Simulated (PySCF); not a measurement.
Sb²⁺: ionisation energy

Sb²⁺ [Kr] 4d10 5s2 5p1 [5p1/2^1, M_J = 1/2] → Sb³⁺ [Kr] 4d10 5s2, as a difference of total energies. Calculation: PySCF 2.14, in x2c-SVPall-2c (6s8p4d, 50 functions); the two-component X2C-1e Hamiltonian. Correlated levels: [Ar] 3d10 frozen; the 6 highest virtual spinors dropped. "Screened" scales the spin-orbit matrix elements by Boettger's factors to mimic the two-electron term; Breit and QED terms are absent.

```csv
method,ionisation energy (eV),error (eV)
GHF (spin-free),24.118,-1.205
GMP2 (spin-free),24.260,-1.063
GHF (screened spin-orbit),24.702,-0.621
GMP2 (screened spin-orbit),24.836,-0.487
```

Reference: 25.323 eV (measured; NIST Atomic Spectra Database, ionization energies).

The spin-free rows lack the spin-orbit shift.

Errors of the correlated levels include the incompleteness of this basis and the frozen core.
